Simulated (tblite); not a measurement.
Compound: C7H11NSi.
Structure used (GFN2-xTB), in Å, numbered top down from 1:
```xyz
20
C7H11NSi angstrom
C      2.928   -0.082   -0.729
C      2.669   -0.489    0.593
C      1.317   -0.399    0.781
N      0.744    0.046   -0.369
C     -0.658    0.268   -0.569
C     -1.538   -0.981   -0.314
Si    -2.697    0.012    0.836
C     -1.295    1.250    0.444
C      1.723    0.240   -1.291
H      3.887   -0.033   -1.208
H      3.391   -0.810    1.318
H      0.728   -0.620    1.650
H     -0.788    0.629   -1.593
H     -0.971   -1.768    0.180
H     -1.952   -1.407   -1.224
H     -2.802   -0.448    2.219
H     -4.004    0.348    0.274
H     -1.560    2.209    0.005
H     -0.619    1.453    1.273
H      1.492    0.592   -2.278
```

All values are computed: GFN2-xTB (tblite) harmonic vibrations without scaling, gas phase. Errors from tens to a few hundred cm⁻¹ against measured bands are possible. Modes of hydrogen on silicon can be 10 to 20 % off. One conformer, not necessarily the lowest.

Harmonic wavenumbers (cm⁻¹): 25.5, 61.9, 131.3, 228.2, 340.5, 383.8, 442.8, 450.4, 553.1, 582.4, 592.6, 614.7, 659.0, 683.7, 724.7, 760.3, 766.3, 779.5, 807.1, 814.0, 816.3, 836.4, 841.5, 926.1, 1008.6, 1012.7, 1061.9, 1084.1, 1095.2, 1104.6, 1133.3, 1186.9, 1197.7, 1204.8, 1249.3, 1290.9, 1332.0, 1421.4, 1430.1, 1467.4, 1471.8, 1485.5, 1552.3, 2275.0, 2279.7, 2953.9, 3005.0, 3009.4, 3017.2, 3018.5, 3146.7, 3150.3, 3159.7, 3169.7.

A = 4154, B = 794.2, C = 761.1 MHz; mass 137.066 u (most abundant isotopes); point group Cs, symmetry number 1.

**Question.** Zero-point energy?

**Answer.** ½Σν̃ = 34899 cm⁻¹ = 417.48 kJ/mol.

**Question.** Entropy at 273.15 K, 1 bar (ideal gas, RRHO, classical rotation)?

**Answer.** Translation 168.40, rotation 121.24, vibration 92.86: S = 382.5 J/(mol K).

**Question.** And Cp and H(273.15 K) − H(0)?

**Answer.** Cp = 143.91 J/(mol K), of which vibrations give 110.66 (their classical limit is 54 R = 449.0); H(273.15 K) − H(0) = 22.27 kJ/mol without the zero-point energy, 13.18 from vibrations.

**Question.** Which modes carry the vibrational entropy at 273.15 K?

**Answer.** 25.5 cm⁻¹: 25.01; 61.9 cm⁻¹: 17.67; 131.3 cm⁻¹: 11.54; 228.2 cm⁻¹: 7.27; 340.5 cm⁻¹: 4.49; 383.8 cm⁻¹: 3.75 J/(mol K); the other 48 give 23.13 together.

**Question.** How do the functions run with temperature in this model?

**Answer.** 
| T (K) | S (J/(mol K)) | Cp (J/(mol K)) | H − H(0) (kJ/mol) | G − H(0) (kJ/mol) | ln q(vib) |
| --- | --- | --- | --- | --- | --- |
| 100 | 288.9 | 63.5 | 4.99 | -23.90 | 1.93 |
| 200 | 344.2 | 104.5 | 13.20 | -55.64 | 3.87 |
| 300 | 396.7 | 158.6 | 26.33 | -92.67 | 5.94 |
| 500 | 500.7 | 250.5 | 67.84 | -182.50 | 10.65 |
| 800 | 638.1 | 332.4 | 156.53 | -353.98 | 18.08 |
| 1000 | 716.2 | 366.4 | 226.61 | -489.57 | 22.85 |

q(vib) and H(0) count from the zero-point level.

**Question.** Blend soft modes into free rotors: weight 1/[1 + (100 cm⁻¹/ν̃)⁴] for the oscillator and the rest for a rotor with moment μB/(μ + B), μ = h/(8π²ν), B = 10⁻⁴⁴ kg m². What vibrational entropy results?

**Answer.** 81.38 J/(mol K) in place of 92.86, which changes −T·S at 273.15 K by +3.14 kJ/mol.

Hindered rotation and anharmonicity are outside this model. Other conformers, if any are populated, would add a mixing term that is left out.
